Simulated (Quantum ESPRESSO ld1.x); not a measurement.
Excited configurations of Bi I: one electron is placed in a higher orbital outside [Hg] 6p2. The ground configuration is [Hg] 6p3. Calculated with ld1.x of Quantum ESPRESSO 7.5: Dirac Kohn-Sham, PW91, spin-unpolarised, spherical densities, point nucleus; open shells fill j = l - 1/2 first. Excitation = E - E(ground); binding = E(ion) - E, where the ion is the core of charge +1; n* = 1/sqrt(2 binding) in atomic units, and the quantum defect is n - n*.

outer orbital	excitation (eV)	binding (eV)	n*	quantum defect	<r> (bohr)
5f5/2	6.050	0.926	3.834	1.166	16.86
6d3/2	5.165	1.811	2.741	3.259	8.853
6f5/2	6.333	0.642	4.602	1.398	28.69
7s1/2	3.721	3.255	2.044	4.956	6.736
7p1/2	4.728	2.248	2.460	4.540	8.875
7d3/2	5.837	1.139	3.456	3.544	16.65
7f5/2	6.513	0.462	5.424	1.576	43.18

The Delta-SCF ionisation energy is 6.976 eV (NIST Atomic Spectra Database: 7.286 eV, measured). Self-interaction in the functional shifts the binding energies and quantum defects, so they are the method's values and not measured ones. Spin polarisation and multiplet splitting are left out, so open shells lie too high by an amount that depends on their filling.

Beside tabulated values, note that spin-unpolarised runs miss the spin-polarisation part of the exchange energy of open shells.
